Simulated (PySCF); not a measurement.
SMILES CC(=O)[O][GaH][O]C(C)=O (C₄H₇GaO₄), singlet (GFN2-xTB optimised geometry):

```
16

Ga    -0.539    -0.337     0.000
H     -1.434    -1.558    -0.002
O      0.355    -0.317     1.898
C      1.434    -0.295     1.273
C      2.745    -0.237     1.989
O      1.424    -0.337     0.000
H      3.489     0.252     1.366
H      3.072    -1.257     2.186
H      2.626     0.279     2.938
O     -1.129     1.534     0.000
C     -1.089     1.558    -1.273
C     -1.398     2.836    -1.985
O     -0.786     0.523    -1.899
H     -1.555     2.645    -3.043
H     -0.555     3.514    -1.859
H     -2.274     3.300    -1.539
```

Computed with PBE0/def2-TZVP in PySCF.

**Question.** What are the frontier orbital energies and the dipole moment?

**Answer.** HOMO-2 -9.13 eV, HOMO-1 -9.11 eV, HOMO -8.45 eV, LUMO -0.13 eV, LUMO+1 -0.07 eV; dipole moment 1.84 D.

On the same geometry PBE/def2-TZVP (PySCF 2.14.0) gives HOMO-2 -7.60 eV, HOMO-1 -7.39 eV, HOMO -6.86 eV, LUMO -1.21 eV, LUMO+1 -1.19 eV; dipole moment 1.79 D.

Meta-Löwdin charges at PBE0/def2-TZVP: Ga1 0.83, H2 -0.08, O3 -0.48, C4 0.54, C5 -0.39, O6 -0.49, H7 0.15, H8 0.15, H9 0.15, O10 -0.50, C11 0.54, C12 -0.39, O13 -0.48, H14 0.14, H15 0.15, H16 0.15.
